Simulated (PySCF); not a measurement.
**How methods differ on the excitation energy of Ni⁺**

Ni⁺ [Ar] 3d9 (2D) → Ni⁺ [Ar] 3d8 4p1 (high-spin determinant), as a difference of total energies. All numbers are calculated (PySCF 2.14, the non-relativistic Hamiltonian (point nucleus), in def2-QZVPPD (11s6p5d4f2g, 100 functions)). Correlated levels: valence: [Ar] frozen. The calculations carry no spin-orbit coupling.

```json
{"method": "UHF", "excitation energy (eV)": "4.309"}
{"method": "MP2 (valence)", "excitation energy (eV)": "7.135"}
{"method": "SCS-MP2 (valence)", "excitation energy (eV)": "6.957"}
{"method": "CCSD (valence)", "excitation energy (eV)": "6.331"}
{"method": "CCSD(T) (valence)", "excitation energy (eV)": "6.488"}
```

**Question.** How much does correlation contribute at CCSD(T) (valence)?

**Answer.** 6.488 − (4.309) = 2.179 eV, measured against UHF.

A first-order spin-orbit estimate (lowest level to lowest level, LS coupling) adds -0.030 eV.

The determinant of the upper state mixes LS terms, which raises its energy above the lowest term, most at the Hartree-Fock and MP2 levels.
